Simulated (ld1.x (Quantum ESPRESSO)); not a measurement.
# Hg: TM pseudisation with PBE, fully relativistic reference atom.

| Property | Result |
| --- | --- |
| Element | mercury |
| Generator | ld1.x (Quantum ESPRESSO) 7.5 |
| Type | norm-conserving Troullier–Martins (Kleinman–Bylander form) |
| Functional | PBE |
| Relativity | fully relativistic |
| Frozen core | [Xe] 4f14 |
| Valence charge | 12 |
| Reference configuration | 5d9 6s0 6p0 (charge +3) |
| Partial waves | 6p (bound, empty): rc 2.00 bohr; 5d (bound): rc 1.45 bohr; 6s (bound, empty): rc 1.90 bohr |
| Local potential | the s channel |
| Core correction | a·sin(br)/r model core, default radius (core density twice the valence density) |

Open shells are filled in proportion to 2j + 1 (rel_dist='average').

- Cutoffs needed: 50 Ry and 90 Ry (the cutoffs (Ry, on a coarse ladder) from which the occupation-weighted sum of valence levels, in a spherical-Bessel basis at the reference potential, stays within 10 and 1 mRy of its value at 400 Ry)
- Ghost test: no extra level below or beside the all-electron valence levels (p1/2, p3/2, d3/2, d5/2, s, f tested) (spherical-Bessel basis up to 400 Ry, 20 bohr box)
- Largest excitation error: -168 meV (all-electron minus pseudo) for 5d8 6s0 6p0, out of 7 test configurations
